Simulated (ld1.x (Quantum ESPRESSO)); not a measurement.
# Tl: excitation energies, all-electron against RRKJ

| Quantity | Value |
| --- | --- |
| Element | thallium (Tl) |
| Generator | ld1.x (Quantum ESPRESSO) 7.5 |
| Type | norm-conserving RRKJ (Kleinman–Bylander form) |
| Functional | BLYP |
| Relativity | scalar-relativistic |
| Frozen core | [Xe] 4f14 |
| Valence charge | 13 |
| Reference configuration | 5d10 6s2 6p0.75 (charge +0.25) |
| Partial waves | 6s (bound): rc 2.15 bohr; 6p (bound): rc 2.25 bohr; 5d (bound): rc 1.45 bohr |
| Local potential | the d channel |
| Core correction | a·sin(br)/r model core inside 1.45 bohr |
| rho0 | 0.01 |

Energies are relative to the spin-unpolarised reference configuration 5d10 6s2 6p0.75; without spin polarisation the order of configurations can differ from experiment.

Give the all-electron excitation energy and the error of the potential for: 5d10 6s2 6p1; 5d10 6s2 6p0; 5d10 6s1 6p0; 5d10 6s2 6p0.5; 5d10 6s2 6p1.3; 5d9 6s0 6p0; 5d10 6s1 6p2.

```tsv
valence configuration	charge	ΔE all-electron (eV)	error AE − PS (meV)
5d10 6s2 6p1	0	-0.752	+0.2
5d10 6s2 6p0	+1	4.438	-3.2
5d10 6s1 6p0	+2	25.252	-22
5d10 6s2 6p0.5	+0.5	1.101	-0.6
5d10 6s2 6p1.3	-0.3	-1.236	+0.4
5d9 6s0 6p0	+4	107.149	-33
5d10 6s1 6p2	0	6.631	-4.4
```

Levels in the configuration 5d10 6s2 6p0.5:

```
level  all-electron (eV)  pseudo (eV)
   5d            -18.696      -18.691
   6s            -12.705      -12.706
   6p             -5.135       -5.136
```

These tests converged, but a pseudo level misses the all-electron one widely, so the file describes the atom poorly there or has found another state: 5d9 6s0 6p0: empty 6p by 10.0 eV.

Note: ghost states, extra bound levels that the all-electron valence spectrum of the same l lacks: s at -82.5 eV, p at -19.6 eV. A true bound ghost makes a file unfit for plane-wave use.
